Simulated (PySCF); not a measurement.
## Dipole response of O⁺ (oxygen, charge +1)

[He] 2s1 2p3 3s1, high-spin 6S determinant (an excited configuration). Computed with PySCF 2.14 in aug-cc-pCVQZ-DK, with the spin-free X2C one-electron Hamiltonian (Gaussian nucleus). Coupled (time-dependent) response in atomic units; α is the mean over directions.

```json
{"method": "M06", "mean α (bohr³)": "74.24", "C₆ (like pair)": "417.9", "S(−4)": "7585"}
{"method": "wB97X", "mean α (bohr³)": "83.95", "C₆ (like pair)": "533.3", "S(−4)": "8591"}
```

S(−4) is the Cauchy moment in α(ω) = α(0) + S(−4) ω² + …

α(iu) at M06:

```csv
u (hartree),α(iu) (bohr³)
0,74.24
0.0500,59.19
0.100,37.01
0.200,15.30
0.300,8.137
0.500,3.700
0.750,2.114
1.00,1.476
1.50,0.9060
2.00,0.6300
3.00,0.3578
5.00,0.1595
```

For an ion, C₆ is the dispersion term alone; charge-induced terms of lower order in 1/R come first.

The outer electron is Rydberg-like, and this basis confines it to a smaller radius and binds it less than a complete one would.
